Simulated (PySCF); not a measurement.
Computed IR spectrum (relative IR intensity) of a molecule C4H7BO2. Geometry optimised at B3LYP-D3(BJ)/def2-SVP. One conformer was computed; it need not be the lowest. These are B3LYP-D3(BJ)/def2-SVP run with PySCF values and carry that method's errors. No scaling factor is applied to the harmonic values.

```
ν (cm⁻¹)  relative intensity
--------  ------------------
142                      2.2
483                      5.7
512                      3.1
535                       15
828                      4.7
892                      2.2
902                       18
989                       30
1053                      13
1203                     9.7
1282                      20
1368                      20
1385                      76
1405                     100
1448                      14
1458                      45
1485                      39
2082                     2.1
3092                     3.5
3098                     2.9
3130                     2.5
3168                     3.1
3884                      21
```

Task: Identify the compound among the candidates.
A. C=C=COB(C)O
B. C#CB(CO)CO
C. C#CCOB(C)O
D. OCB1CC=CO1

Result: A, C=C=COB(C)O
